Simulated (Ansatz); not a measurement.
`CO[SiH](F)O[SiH3]` + `C[NH][SnH3]` → `F[SiH2]O[SiH3]` + `C[NH][SnH2][O]C`  (redistribution)

Gas-phase electronic energies from Ansatz, PBE0-D4/def2-TZVP geometries. CCSD(T)/CBS adds triple-zeta CCSD(T) − MP2 to the extrapolated MP2 energy (def2 sets, frozen cores). Functionals use def2-TZVPP. B3LYP here is the variant with VWN-RPA as its local correlation; programs differ in this. def2 core potentials past Kr. For Sn outer-core shells are correlated without core-valence functions, which leaves a few kJ/mol of doubt a bond. Each species was taken in one conformer, which may not be the lowest.

| level | ΔE (kJ/mol) |
| --- | --- |
| B2PLYP | 95.6 |
| PBE | 90.3 |
| PBE0 | 98.7 |
| B3LYP | 96.4 |
| SCS-MP2/def2-TZVPP | 93.8 |
| MP2/def2-QZVPP | 90.9 |
| MP2/CBS(def2) | 88.2 |
| CCSD/CBS(def2) | 93.8 |

**Question.** What does CCSD(T)/CBS give? (Best estimate.)

**Answer.** The calculation gave: +91.0 kJ/mol. The listed levels differ from it by 4.6, -0.7, 7.7, 5.4, 2.8, -0.1, -2.8, 2.8 kJ/mol.

Largest T1 diagnostic among the species: 0.013.

In def2-TZVPP, CCSD(T) changes the Hartree–Fock value by −10.5 kJ/mol (the triples alone add −2.9 kJ/mol) and MP2 by −13.2 kJ/mol. From PBE to PBE0 (25 % exact exchange), in def2-TZVPP and without D4, ΔE moves by +8.4 kJ/mol.
